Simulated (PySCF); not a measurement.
TaF5, SMILES [F][Ta]([F])([F])([F])[F], multiplicity 1. Geometry optimised at PBE0-D3(BJ)/def2-SVP. The spin state was assumed, not searched. The isomer is the one that the SMILES or the coordinates give; other isomers of the formula were not compared. The def2 effective core potentials stand for the cores of Ta; spin–orbit coupling is left out.

All values below come from PBE0-D3(BJ)/def2-SVP in PySCF.

Harmonic wavenumbers (cm⁻¹): 100, 100, 200, 200, 241, 280, 280, 676, 697, 731, 731, 746. Rotational constants (GHz): 2.583, 2.176, 2.176; symmetry number 6.

Work out the zero-point energy and the ideal-gas rigid-rotor harmonic-oscillator thermochemistry at 298.15 K and 1 atm.

ZPE = ½ Σ hcν = ½ × 4981 cm⁻¹ = 29.79 kJ/mol. H − E(el) = 51.57 kJ/mol. Entropy in J/(mol K): translation 178.84, rotation 100.85, vibration 73.20, total 352.90. G − E(el) = -53.65 kJ/mol. Cp = 103.44 J/(mol K). Modes under 150 cm⁻¹ make the vibrational entropy uncertain.
